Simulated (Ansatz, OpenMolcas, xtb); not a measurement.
# A ladder of methods for SnS (SMILES [S][Sn])

The species is SnS (2 atoms), meant as a singlet with charge 0. SMILES: `[S][Sn]`. Geometry: the measured bond length.

```jsonl
{"atom": "S", "x (Å)": "0.0000", "y (Å)": "0.0000", "z (Å)": "0.0000"}
{"atom": "Sn", "x (Å)": "0.0000", "y (Å)": "0.0000", "z (Å)": "2.2090"}
```

Quantity: the HOMO–LUMO gap, in eV. The values are calculated.

```json
{"level": "GFN1-xTB", "kind": "semi-empirical", "program": "xtb", "value (eV)": "3.41"}
{"level": "HF/def2-TZVP (core potential)", "kind": "Hartree–Fock", "program": "Ansatz", "value (eV)": "9.58"}
{"level": "SVWN5/def2-TZVP (core potential)", "kind": "LDA", "program": "OpenMolcas", "value (eV)": "3.16"}
{"level": "PBE/def2-TZVP (core potential)", "kind": "GGA", "program": "Ansatz", "value (eV)": "3.19"}
{"level": "M06-L/def2-TZVP (core potential)", "kind": "meta-GGA", "program": "OpenMolcas", "value (eV)": "3.48"}
{"level": "TPSS/def2-TZVP (core potential)", "kind": "meta-GGA", "program": "OpenMolcas", "value (eV)": "3.30"}
{"level": "B97-1/def2-TZVP (core potential)", "kind": "global hybrid", "program": "OpenMolcas", "value (eV)": "4.54"}
{"level": "HSE06/def2-TZVP (core potential)", "kind": "range-separated hybrid", "program": "Ansatz", "value (eV)": "4.07"}
{"level": "PBE-QIDH/def2-TZVP (core potential)", "kind": "double hybrid", "program": "Ansatz", "value (eV)": "7.72"}
```

The values span 3.16 to 9.58 eV. Orbital gaps aren't excitation energies, and those of double hybrids come from the SCF part alone; they tend to grow with the share of exact exchange.
